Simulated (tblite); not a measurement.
Compound: C7H11FO.
Numbering: `[CH2:1]=[CH:2][CH2:3][C:4]([CH3:5])([CH3:6])[C:7](=[O:8])[F:9]` (hydrogens: H10, H11 on C1; H12 on C2; H13, H14 on C3; H15, H16, H17 on C5; H18, H19, H20 on C6)

Structure optimised with GFN2-xTB, isolated species.

Task: What internal coordinates does the optimisation give?

Result: 
```csv
bond,length (Å),order
C1=C2,1.319,double
C2–C3,1.497,single
C3–C4,1.541,single
"C4–C5, C4–C6",1.535,single
C4–C7,1.504,single
C7=O8,1.180,double
C7–F9,1.370,single
C1–H10,1.076,single
C1–H11,1.078,single
C2–H12,1.081,single
"C3–H13, C3–H14",1.092,single
C5–H15 and 5 like bonds,1.087,single
```

Bonds in one row agree within 0.01 Å and their mean is given. Orders are formal, as drawn. A selection of angles:
```csv
angle,degrees
C1–C2–C3,124.1
C2–C3–C4,112.8
C3–C4–C5,111.0
C3–C4–C6,110.0
C3–C4–C7,109.5
C5–C4–C6,109.9
C5–C4–C7,110.0
C6–C4–C7,106.4
C4–C7–O8,130.4
C4–C7–F9,111.2
O8–C7–F9,118.3
```

Dihedral angles: C1–C2–C3–C4 -118° (anticlinal); C2–C3–C4–C5 53° (synclinal); C3–C4–C7–O8 -10° (synperiplanar). The mirror-image conformer, all signs reversed, is as good.

The 6 C–C bonds span 1.319 Å (C1=C2, drawn double) to 1.541 Å (C3–C4, drawn single), a spread of 0.222 Å. Of the pairs four or more bonds apart, C2···H15 is among the closest relative to their van der Waals radii: 2.61 Å, 90 % of the sum of Bondi's values.

Point group: C1 (no symmetry element, even within 0.4 Å). Its GFN2-xTB frequencies are all real (lowest 42 cm⁻¹). The numbers are those of one conformer. 3 starts were optimised and ended at 0.00, 0.04 and 0.30 kcal/mol (GFN2-xTB); the lowest of these is shown.

These are computed values.
